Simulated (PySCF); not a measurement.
Compound: C₇H₈NO (doublet state).
Geometry (GFN2-xTB, Å), atoms numbered from 1 in this order:
```
atom  x, y, z in Å
C1     1.9703   -2.2767   -1.2964
C2     1.3350   -1.3168   -0.9696
C3     0.5464   -0.1737   -0.5523
C4    -0.9558   -0.4554   -0.7270
C5    -1.7436    0.6814   -0.1969
N6    -1.2247    1.4747    0.7777
C7    -0.0028    1.3428    1.3816
O8     0.3555    2.1439    2.2310
C9     0.8158    0.1590    0.9203
H10    2.5386   -3.1069   -1.5930
H11    0.8247    0.6876   -1.1725
H12   -1.1973   -1.3885   -0.1969
H13   -1.1990   -0.6194   -1.7799
H14   -2.7237    0.9163   -0.5667
H15   -1.7734    2.2639    1.0987
H16    1.8701    0.3825    1.0890
H17    0.5572   -0.7027    1.5429
```

The hyperfine couplings belong to this conformer and change with its torsions.

As a line formula: `C#C[C@H]1C[CH]NC(=O)C1` [radical].

Computed, not measured: UKS B3LYP, pcH-1 on C H N O, non-relativistic, mean-field spin-orbit, GIAO (PySCF 2.14.0). One conformer (not necessarily the lowest) at the GFN2-xTB geometry, without solvent, vibrations or thermal averaging. Couplings are sensitive to structure, and on GFN2-xTB geometries they can be far from those on DFT ones. Stability of the SCF solution: not tested.

Task: Predict the first-order ENDOR lines of C5, C4, C3, C9, N6, H12, H14, H13, H15 and H17 under fast tumbling at B = 3363.4 mT (W band).

Result: ν± = |νn ± a/2|, one line for each electron-spin manifold; νn = |g_N| × 7.62259 MHz/T × B.

```tsv
nuclei	isotope	g_N	νn (MHz)	a_iso (MHz)	lower line (MHz)	upper line (MHz)
C5	13C	1.4048	36.02	73.40	0.68	72.72
C4	13C	1.4048	36.02	-28.87	21.58	50.45
C3	13C	1.4048	36.02	9.01	31.51	40.52
C9	13C	1.4048	36.02	-3.25	34.39	37.64
N6	14N	0.4038	10.35	-2.76	8.97	11.73
H12	1H	5.5857	143.21	114.88	85.76	200.65
H14	1H	5.5857	143.21	-58.34	114.04	172.37
H13	1H	5.5857	143.21	33.28	126.57	159.84
H15	1H	5.5857	143.21	-6.64	139.89	146.52
H17	1H	5.5857	143.21	5.26	140.58	145.83
```

The rows for 13C, of low natural abundance, apply to labelled samples.

Task: Which pairs are centred on the nuclear Larmor frequency, and which on half the coupling?

Result: Centred on νn, since |a| < 2νn: C4, C3, C9, N6, H12, H14, H13, H15 and H17. Centred on |a|/2 and split by 2νn: C5.

Task: At what field would the lower line of N6 fall to zero frequency?

Result: Where νn = |a|/2, that is B = 1.38 MHz/(0.4038 × 7.62259 MHz/T) = 448 mT, as far as first order holds there.

Couplings of abundant isotopes left out: H11 (-1.8 MHz).
